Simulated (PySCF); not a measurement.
A run for PySCF: R-MP2/6-31G* on H4OSi (SMILES O[SiH3]), a point of a torsion scan.

```python
from pyscf import gto, scf, dft, mp
from pyscf.data.elements import chemcore

mol = gto.M(
    atom='''
    O     1.08449726   -0.50618693   -0.24530297
    Si   -0.42364506    0.03363851    0.02855248
    H     1.85669455    0.00445046   -0.02012193
    H    -0.65674460    1.28287277   -0.69924014
    H    -0.62517166    0.27572598    1.45871566
    H    -1.22077085   -1.07195283   -0.47553895
    ''',
    basis='6-31g*',
    cart=True,
    charge=0, spin=0, verbose=3, max_memory=1800)
mf = scf.RHF(mol)
mf.conv_tol = 1e-8
mf.max_cycle = 100
mf.kernel()
if not mf.converged:
    mf = mf.newton().run(mf.mo_coeff, mf.mo_occ)
pt = mp.MP2(mf, frozen=chemcore(mol)).run()
```

Question: Predict the final total energy.

Answer: -366.3868 hartree.
